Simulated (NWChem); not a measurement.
# Correlation energy of chlorotrifluoromethane (CClF₃)

SMILES: FC(F)(F)Cl
```xyz
5

F      0.8478     0.5618     1.0721
C      0.3525    -0.0244     0.0000
F      0.8478     0.5618    -1.0721
F      0.7195    -1.2908     0.0000
Cl    -1.4030     0.0972     0.0000
```
Charge 0, spin multiplicity 1.

Everything below was run with NWChem. Structure: optimised with PBE0/def2-SVP, a minimum by its harmonic frequencies.

Basis set: cc-pVDZ. Each correlation energy counts from its own Hartree-Fock reference.

| method | correlation energy (mHa) | difference from CCSD(T) |
|---|---|---|
| CCSD+T(CCSD) | -859.7 | -1.7 |
| CR-CCSD[T] | -854.8 | +3.2 |
| MP2 | -822.4 | +35.6 |
| CR-CCSD(T) | -853.6 | +4.5 |
| CCSD(T) | -858.1 | 0.0 |
| SCS-MP2 | -788.9 | +69.2 |
| CCSD | -840.3 | +17.8 |
| RI-MP2 | -822.6 | +35.5 |

The values span 70.9 mHa, from CCSD+T(CCSD) (lowest) to SCS-MP2 (highest). 

The correlated methods keep 9 core orbitals frozen. Coupled-cluster values serve here as a point of comparison, not as the truth.
